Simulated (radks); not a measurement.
The numbers below are computed, except where a source is named.
Q: The calcium ion Ca2+ is in [Ar]. Level of theory: Dirac Kohn-Sham, BLYP, spin-unpolarised, spherical densities, finite nucleus; Fermi nuclear charge, rms radius of each element as measured or else 0.836 A^(1/3) + 0.57 fm (a radial shooting solver on a logarithmic mesh with Libxc functionals). Sub-shells are occupied by j as written (lower j first in brackets). One electron is removed from 2p3/2, 3s1/2, 3p1/2, 3p3/2 in turn, with full relaxation. Which removal costs least, and what does each cost?

A: 3p3/2 50.963 eV; 3p1/2 51.393 eV; 3s1/2 70.736 eV; 2p3/2 374.64 eV. The 3p3/2 electron leaves first.
